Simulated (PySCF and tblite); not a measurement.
Values are calculated unless marked as measured or tabulated.
Stationary points of C3H6O2Si at PBE0-D3(BJ)/def2-SVP, in Å:

Structure A

```
 1 O    -3.144    0.767   -0.888
 2 C    -2.411    0.007   -0.301
 3 C    -0.960    0.138   -0.223
 4 C    -0.238   -0.772    0.461
 5 O     1.080   -0.794    0.624
 6 Si    2.201    0.323    0.009
 7 H    -2.823   -0.886    0.243
 8 H    -0.507    0.992   -0.737
 9 H    -0.736   -1.613    0.961
10 H     3.517   -0.178    0.475
11 H     2.119    0.341   -1.479
12 H     1.902    1.675    0.561
```

Structure B

```
 1 O    -3.520    0.599   -0.154
 2 C    -2.550   -0.080    0.080
 3 C    -1.208    0.172   -0.441
 4 C    -0.197   -0.648   -0.108
 5 O     1.057   -0.533   -0.557
 6 Si    2.346    0.318    0.114
 7 H    -2.626   -0.985    0.743
 8 H    -1.058    1.028   -1.104
 9 H    -0.374   -1.511    0.553
10 H     2.661   -0.231    1.466
11 H     3.479    0.111   -0.822
12 H     1.991    1.761    0.230
```

Structure C

```
 1 O    -3.732   -0.225   -0.508
 2 C    -2.618   -0.372   -0.064
 3 C    -1.401    0.175   -0.651
 4 C    -0.215   -0.062   -0.062
 5 O     0.946    0.385   -0.535
 6 Si    2.471    0.268    0.183
 7 H    -2.448   -0.968    0.875
 8 H    -1.473    0.769   -1.565
 9 H    -0.170   -0.666    0.859
10 H     2.458   -0.901    1.113
11 H     3.443    0.078   -0.922
12 H     2.760    1.521    0.934
```

Level: PBE0/pcSseg-1 + D3(BJ) on PBE0-D3(BJ)/def2-SVP stationary points, with GFN2-xTB thermal terms.

**Question.** Which structure is a saddle point, and along which motion?

**Answer.** B: one imaginary mode (83i cm⁻¹ at GFN2-xTB, mostly on O5, Si6, C4), along the rotation about the C4–O5 bond (torsion C3–C4–O5–Si6 from 0° to 174°, rising).

**Question.** Give their symmetry and energies above the lowest.

**Answer.** A Cs, 0.0 kcal/mol; B C1, 3.7 kcal/mol; C C1, 1.7 kcal/mol.
